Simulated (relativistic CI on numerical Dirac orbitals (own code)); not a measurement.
## Dy XL: q coefficients and field-shift factors

Method of calculation: Dirac-Coulomb-Breit CI, separate exchange-only KLI orbitals for each configuration, derivatives by finite differences, unscaled Slater integrals, QED left out (own radial code, finite nucleus).

Configurations in the expansion (outside the closed core [Ne]): 3s²3p⁶3d⁹, 3s²3p⁵3d¹⁰, 3s3p⁶3d¹⁰, 3s²3p⁶3d⁸4s, 3s²3p⁶3d⁸4p, 3s²3p⁶3d⁸4d, 3s²3p⁴3d¹⁰4s, 3s²3p⁴3d¹⁰4p. Levels of other configurations are missing.

With x = (α/α₀)² − 1 an excitation energy changes as ω = ω₀ + qx; K = 2q/ω₀ is the relative enhancement. Terms are leading LS components, so labels can repeat. The field-shift factor is F = δν/δ⟨r²⟩ for the transition from the lowest level.

Lowest level 3s²3p⁶3d⁹ ²D5/2.

| Level | ω₀ (cm⁻¹) | q (cm⁻¹) | K | F (GHz/fm²) |
| --- | --- | --- | --- | --- |
| 3s²3p⁶3d⁹ ²D3/2 | 305039 | 306900 | 2.01 | 5.25 |
| 3s²3p⁵3d¹⁰ ²P°3/2 | 2947450 | 396100 | 0.269 | 19 |
| 3s²3p⁵3d¹⁰ ²P°1/2 | 4362400 | 2.051e+06 | 0.94 | -111 |
| 3s3p⁶3d¹⁰ ²S1/2 | 5978339 | 2.281e+06 | 0.763 | -2950 |
| 3s²3p⁶3d⁸4s ⁴F9/2 | 9402488 | -904900 | -0.192 | 1060 |
| 3s²3p⁶3d⁸4s ²F7/2 | 9423357 | -903100 | -0.192 | 1060 |
| 3s²3p⁶3d⁸4s ²D5/2 | 9471378 | -905200 | -0.191 | 1060 |
| 3s²3p⁶3d⁸4s ²D3/2 | 9480351 | -901600 | -0.19 | 1060 |
| 3s²3p⁶3d⁸4s ²S1/2 | 9601799 | -881900 | -0.184 | 1060 |
| 3s²3p⁶3d⁸4s ⁴F7/2 | 9701880 | -597900 | -0.123 | 1060 |
| 3s²3p⁶3d⁸4s ⁴F5/2 | 9706480 | -595800 | -0.123 | 1060 |
| 3s²3p⁶3d⁸4s ⁴P5/2 | 9766506 | -593100 | -0.121 | 1060 |
| 3s²3p⁶3d⁸4s ⁴F3/2 | 9770835 | -590900 | -0.121 | 1060 |
| 3s²3p⁶3d⁸4s ⁴P3/2 | 9801540 | -590600 | -0.121 | 1060 |
| 3s²3p⁶3d⁸4s ²G9/2 | 9810135 | -606600 | -0.124 | 1060 |
| 3s²3p⁶3d⁸4s ²G7/2 | 9813578 | -603800 | -0.123 | 1060 |
| 3s²3p⁶3d⁸4s ²P1/2 | 9815289 | -590200 | -0.12 | 1060 |
| 3s²3p⁶3d⁸4p ⁴D°7/2 | 10037208 | -820400 | -0.163 | 115 |
| 3s²3p⁶3d⁸4s ⁴F3/2 | 10042571 | -292000 | -0.0581 | 1070 |
| 3s²3p⁶3d⁸4p ²G°9/2 | 10047053 | -822600 | -0.164 | 115 |
| 3s²3p⁶3d⁸4s ²D5/2 | 10049431 | -288400 | -0.0574 | 1070 |
| 3s²3p⁶3d⁸4p ²D°3/2 | 10102662 | -820500 | -0.162 | 115 |
| 3s²3p⁶3d⁸4p ²F°5/2 | 10107106 | -820100 | -0.162 | 115 |

At this charge energies of transitions that change n are usually good to better than 1 %, and those within a shell (Δn = 0) to a few per cent.
